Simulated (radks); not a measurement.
The krypton ion Kr3+, 33 electrons, occupied as [Ar] 3d10 4s2 4p3.

Calculated with a radial shooting solver on a logarithmic mesh with Libxc functionals: scalar-relativistic Kohn-Sham, PBE, spin-unpolarised, spherical densities, finite nucleus; Fermi nuclear charge, rms radius 4.1884 fm.

Energy parts (hartree):
| part | energy |
|---|---|
| total | -2787.42870 |
| kinetic | 2851.29345 |
| electron-nucleus | -6675.25012 |
| Hartree | 1131.76278 |
| exchange-correlation | -95.23481 |

Orbitals (lengths in bohr, moments of r in powers of bohr; r(90%) holds 90 % of the orbital's charge):
orbital  occ.  eigenvalue (hartree)  r(90%)
1s          2             -521.8333  0.0742
2s          2             -70.01979   0.284
2p          6             -62.08543   0.261
3s          2             -11.18641   0.788
3p          6              -8.65843   0.823
3d         10              -4.47408   0.905
4s          2              -2.17199    2.14
4p          3              -1.59209    2.46

The highest occupied level is 4p at -43.323 eV. Summed over all electrons, <r^2> = 21.04 bohr^2, which gives a Langevin (diamagnetic) susceptibility term of -16.7 x 10^-6 cm^3/mol.
